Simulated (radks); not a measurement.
Results of a calculation; reference values are marked as such.
Numerical settings for the rhenium ion Re+, [Xe] 4f14 5d5 6s1. Level of theory: scalar-relativistic Kohn-Sham, LDA (Slater exchange, Perdew-Wang correlation), spin-unpolarised, spherical densities, finite nucleus; Fermi nuclear charge, rms radius 5.3698 fm (a radial shooting solver on a logarithmic mesh with Libxc functionals). The defaults (mesh step 0.008 in ln r, mesh end at 40 bohr or more with all orbitals vanishing there, Anderson mixing 0.5 over 9 steps, residual threshold near 1e-9 with the energy settled to 1e-9 hartree or 1e-11 of itself, here a cap of 76 iterations) give E = -16679.470 hartree and 6s at -12.989 eV in 15 iterations. Run on one thread of a shared host, so times are rough (Arm Neoverse N1): 0.2 s of CPU time, 0.2 s wall, 15 iterations on 2360 mesh points. Changes against that run (0 stands for a change within the tolerance of the run):

| setting | iterations | converged | E (mhartree) | e(6s) (meV) | CPU (s) |
|---|---|---|---|---|---|
| mesh step in ln r 0.03 | 15 | yes | +0.01 | 0 | 0.07 |
| mesh step in ln r 0.2 | 4 | no | diverged | - | 0.01 |
| mesh step in ln r 0.02 | 15 | yes | +0.000918 | 0 | 0.09 |
| mesh end (bohr) 5 | 15 | yes | +60.4 | +1.69e+03 | 0.18 |
| mesh end (bohr) 1 | 14 | level above zero | +2.76e+05 | +1.37e+06 | 0.14 |
| residual threshold 0.1 | 10 | yes | 0 | -0.165 | 0.16 |
| residual threshold 0.01 | 10 | yes | 0 | -0.165 | 0.16 |
| mixing 2.5 | 18 | yes | 0 | 0 | 0.24 |
| linear mixing, mixing 0.8 | 76 | no | +2.18e+05 | -6.3e+03 | 1.9 |
| linear mixing, mixing 0.5 | 30 | yes | 0 | 0 | 0.31 |
| mixing history 2 | 23 | yes | 0 | 0 | 0.26 |
| iteration cap 3 | 3 | no | -30.7 | -571 | 0.05 |

Settled on a wrong energy, with an occupied level pushed above zero by the early mesh end: mesh end (bohr) 1 (+276 hartree). Apart from these: settings that end as converged yet miss the energy by more than 1 mhartree: mesh end (bohr) 5 (+0.0604 hartree). A mesh that ends early acts as a hard wall.
